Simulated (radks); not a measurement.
Species: the niobium ion Nb5+. Configuration: [Kr] (the NIST ground configuration). All-electron calculation, Dirac Kohn-Sham, BLYP, spin-unpolarised, spherical densities, point nucleus. Program: a radial shooting solver on a logarithmic mesh with Libxc functionals.

Radial electron density D(r) = 4 pi r^2 rho(r):

r (bohr),D(r) (e/bohr)
0.001585,1.761
0.002048,2.763
0.002645,4.287
0.003417,6.558
0.004413,9.850
0.005747,14.61
0.007423,20.76
0.009589,28.36
0.01239,36.83
0.016,44.87
0.02067,50.55
0.0267,52.03
0.03449,49.15
0.04455,44.88
0.05755,44.67
0.07494,52.05
0.0968,61.52
0.125,62.24
0.1615,50.73
0.2086,39.61
0.2695,41.71
0.3482,47.85
0.4497,40.23
0.5809,22.63
0.7504,11.82
0.9694,9.961
1.262,7.848
1.63,3.636
2.106,0.8755
2.721,0.09877
3.514,0.004202

D(r) has 3 maxima, at r = 0.0254, 0.112, 0.354 bohr, and minima at 0.0515, 0.226 bohr, inside which lie 2.06, 11.03 electrons.
